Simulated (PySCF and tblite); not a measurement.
Values are calculated unless marked as measured or tabulated.
System: C₃H₈SSi, numbered as in [CH2:1]1[CH2:2][S:3][CH2:4][SiH2:5]1.

For the inversion of the 5-membered ring (1–2–3–4–5): electronic barrier 2.38 kcal/mol, zero-point change -0.17 kcal/mol, thermal and entropy terms at 250 K a further 0.24 kcal/mol (symmetry numbers apart). The minimum is C1, the saddle C1. Geometries: PBE0-D3(BJ)/def2-SVP; energies: PBE0/pcSseg-1 + D3(BJ); zero-point and thermal terms from GFN2-xTB harmonic modes (soft modes blended into free rotors). Rates follow Eyring's equation with the number of equivalent paths and no tunnelling. Run with tblite and PySCF.

How many equivalent paths lead out of the minimum?

2: the symmetry number of the minimum is 1, that of the saddle displaced along its mode 1, and since the end is the start again or its mirror image, the same path run backwards is a second way out.

Work out the rate at 250 K.

ΔG‡ = 2.45 kcal/mol; k_B T/h = 5.2×10¹² s⁻¹; exp(−ΔG‡/RT) = 0.0072; times 2 gives k = 7.5×10¹⁰ s⁻¹. Wigner's tunnelling factor for the 100i cm⁻¹ mode would be 1.01.
